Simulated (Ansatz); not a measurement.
A run of Ansatz (development build ahead of 0.2.0) on triplet Ge at this shape:

A single Ge atom.

Its results:

```json
{
  "Converged": "yes",
  "Reference energy": "-2051.63626 hartree",
  "Correlation energy": "-0.00756 hartree",
  "Total energy": "-2051.64382 hartree",
  "Spin squared of the determinant": "2.000"
}
```

Q: Which input gives this output? Name the method, the orbitals and the basis set, and write the input.

A: ROHF-MP2 in STO-3G.

```yaml
crystal:
  periodic: [false, false, false]
  atoms:
    - { symbol: Ge, position_ang: [0.0, 0.0, 0.0] }
basis:
  gaussian: { orbitals: STO-3G }
magnetization:
  initial_magnetization: 2
hamiltonian:
  xc: hf
correlation:
  method: mp2
  frozen_orbitals: { Ge: 9 }
```
